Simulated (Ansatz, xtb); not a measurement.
System: N2 (charge +1, doublet). 
Structure (B3LYP-D3(BJ)/def2-TZVP (Ansatz, an electronic-structure program) minimum search):
```
N
N 1 1.1041
```
Charge +1, spin multiplicity 2.

Harmonic wavenumbers from GFN2-xTB (xtb, at its own minimum), cm⁻¹: 2554.

Problem. Give the harmonic wavenumbers at B3LYP-D3(BJ)/def2-TZVP (Ansatz, finite differences of forces, unscaled).

Solution. 2334 cm⁻¹. Zero-point energy 3.3 kcal/mol.

Problem. From these and the geometry, give the ideal-gas thermochemistry at 298.15 K and 1 atm (rigid rotor, harmonic oscillator).

Solution. Point group D∞h, rotational symmetry number 2. Rotational constants 59.19, 59.19 GHz. S(trans) 35.93, S(rot) 9.86, S(vib) 0.00, S(elec, spin only) 1.38, S 47.2 cal/(mol K). H(298) - H(0) 2.07 kcal/mol; G - E(el) -8.7 kcal/mol.
